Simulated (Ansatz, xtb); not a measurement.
## Two isomers of H6Si2Sn

Structure I is `[SiH3][Sn][SiH3]`, a singlet and structure II is `[SiH3][SiH2][SnH]`, a singlet. Both are isolated molecules in the gas phase, relaxed with r2SCAN-D4/def2-SVP; the shapes shown needn't be the lowest conformers.

I (Å):

```xyz
9

Si   -1.2074   -0.9854   -0.6059
Si    0.9848    0.3237    1.9119
Sn    1.0892   -1.8544    0.3999
H    -1.5792   -1.5740   -1.9324
H    -1.3270    0.5058   -0.7112
H    -2.2415   -1.4412    0.3869
H     1.8527    0.2881    3.1325
H    -0.3945    0.7318    2.3364
H     1.5136    1.4163    1.0234
```

II (Å):

```xyz
9

Si   -0.3858   -0.7511   -0.6585
Si    0.0881   -0.7164    1.6471
Sn   -0.9517    1.5173    2.6232
H    -1.8471   -0.5189   -0.8926
H    -0.0209   -2.0571   -1.2911
H     0.3676    0.3434   -1.3446
H    -0.4783   -1.9704    2.2452
H     1.5824   -0.7851    1.7801
H     0.3215    2.3823    1.7251
```

Question: Which of the two would you expect CCSD(T)/def2-TZVP electronic energies to favour?

Answer: Structure I; the calculation gives E(II) − E(I) = +5.0 kcal/mol.

How the difference moves with the method:

```json
{"level": "GFN2-xTB", "geometry": "GFN2-xTB", "E(II) − E(I) (kcal/mol)": "+4.4", "departure from the last row (kcal/mol)": "−0.7", "job, with rough time for the two": "optimisation, 0.37 s"}
{"level": "HF/STO-3G", "geometry": "GFN2-xTB", "E(II) − E(I) (kcal/mol)": "+6.7", "departure from the last row (kcal/mol)": "+1.7", "job, with rough time for the two": "single point, 2 s"}
{"level": "r2SCAN-D4/def2-SVP//GFN2-xTB", "geometry": "GFN2-xTB", "E(II) − E(I) (kcal/mol)": "+2.3", "departure from the last row (kcal/mol)": "−2.7", "job, with rough time for the two": "single point, 5.1 s"}
{"level": "r2SCAN-D4/def2-SVP", "geometry": "r2SCAN-D4/def2-SVP", "E(II) − E(I) (kcal/mol)": "+4.5", "departure from the last row (kcal/mol)": "−0.5", "job, with rough time for the two": "optimisation, 1.8 min"}
{"level": "HF/def2-TZVP", "geometry": "r2SCAN-D4/def2-SVP", "E(II) − E(I) (kcal/mol)": "+4.3", "departure from the last row (kcal/mol)": "−0.7", "job, with rough time for the two": "part of the CCSD(T) run"}
{"level": "MP2/def2-TZVP", "geometry": "r2SCAN-D4/def2-SVP", "E(II) − E(I) (kcal/mol)": "+6.1", "departure from the last row (kcal/mol)": "+1.1", "job, with rough time for the two": "part of the CCSD(T) run"}
{"level": "CCSD(T)/def2-TZVP", "geometry": "r2SCAN-D4/def2-SVP", "E(II) − E(I) (kcal/mol)": "+5.0", "departure from the last row (kcal/mol)": "", "job, with rough time for the two": "single point, 79 s"}
```

As drawn, II has 1 Si–Si, 1 Sn–H in place of 1 Si–Sn, 1 Si–H.

The levels shown agree on the order. The largest departure from CCSD(T)/def2-TZVP is that of r2SCAN-D4/def2-SVP//GFN2-xTB, 2.7 kcal/mol.

With harmonic frequencies from r2SCAN-D4/def2-SVP (ideal gas, rigid rotor, one conformer each, 298.15 K, 1 atm): on the last row, ΔE + ΔZPE = +4.2 kcal/mol. A mode under 50 cm⁻¹ makes harmonic enthalpies and free energies unreliable, so none is given.

The correlated steps freeze 14 core orbitals; the filled d shell of Sn is correlated, in a basis made for valence electrons. Atoms past krypton carry core potentials in the def2 sets, other sets are all-electron and non-relativistic, and no spin–orbit term is included. Programs: Ansatz 0.2.0, xtb 6.7.1; the last row on 2 threads of Intel(R) Xeon(R) Platinum 8259CL CPU @ 2.50GHz (Skylake/Cascade Lake) on a shared host.
